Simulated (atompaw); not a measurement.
Nd (Z = 60): one change to a PAW (atompaw) potential, before and after

neodymium, PAW, made with atompaw 4.2.0.5 (LDA (PW92), scalar-relativistic). Core [Kr] 4d10, reference 4f4 5s2 5p6 5d0 6s1.5 6p0.5. Waves: 5s (bound): rc 2.20 bohr; 6s (bound): rc 2.75 bohr; 5p (bound): rc 2.35 bohr; 6p (bound): rc 3.00 bohr; 5d (bound, empty): rc 3.00 bohr; 5d channel at 0.35 Ry: rc 3.00 bohr; 4f (bound): rc 1.10 bohr; 4f channel at 4.45 Ry: rc 1.10 bohr. Local part: troulliermartins scheme with l = 4 at 0 Ry, radius 2.40 bohr. Core correction: smooth core density matched at 2.55 bohr. Augmentation charge: gaussian compensation charge, radius 2.45 bohr; PAW radius 3.00 bohr; waves and projectors: custom polynom gramschmidtortho.

All-electron outer shells of the reference configuration (LDA (PW92), scalar-relativistic, ld1.x):

```tsv
shell	level (eV)	outermost node (bohr)	outermost maximum (bohr)
4p	-226.06	0.32	0.59
4d	-117.17	0.29	0.62
5s	-41.21	0.72	1.32
5p	-22.79	0.77	1.50
6s	-4.00	1.77	3.69
4f	-2.55	–	0.67
5d	-2.54	0.88	2.24
6p	-1.58	2.13	4.98
```

Change: local potential troulliermartins scheme with l = 4 at 0 Ry, radius 1.74 bohr.

Cutoffs: the cutoffs (Ry, on a coarse ladder) from which the occupation-weighted sum of valence levels, in a spherical-Bessel basis at the reference potential, stays within 10 and 1 mRy of its value at 400 Ry; they do not see the model core or the augmentation charge, which bear on the density cutoff.

Task: What does the change do?

Result: The potential gets neither clearly harder nor softer (160 Ry and 230 Ry → 160 Ry and 230 Ry); a bound ghost appears in s, which as a rule spoils a file; the range in which the s phases agree widens (upper end 3.0 → at the end of the scan). A state that the projectors do not describe sees the local part alone, so a deeper or shallower local part can create or remove a ghost.

```csv
quantity,base,changed
"cutoff, loose",160 Ry,160 Ry
"cutoff, tight",230 Ry,230 Ry
bound ghosts,none,s
s: phases at 3.01 bohr within 0.05 rad from the reference energy up to (Ry; the scan ends near 5),3.0,to the end of the scan
p: phases at 3.01 bohr within 0.05 rad from the reference energy up to (Ry; the scan ends near 5),0.8,0.6
d: phases at 3.01 bohr within 0.05 rad from the reference energy up to (Ry; the scan ends near 5),2.9,2.6
f: phases at 3.01 bohr within 0.05 rad from the reference energy up to (Ry; the scan ends near 5),to the end of the scan,to the end of the scan
lowest overlap eigenvalue by channel,"s 0.63, p 0.66, d 0.93, f 0.96","s 0.64, p 0.64, d 0.93, f 0.99"
```

 A true bound ghost makes a file unfit for plane-wave use even where its test errors are small: the radial tests pick states by their node count and pass the ghost by. The cutoffs see the waves, projectors and local potential, not the compensation charge or the core.
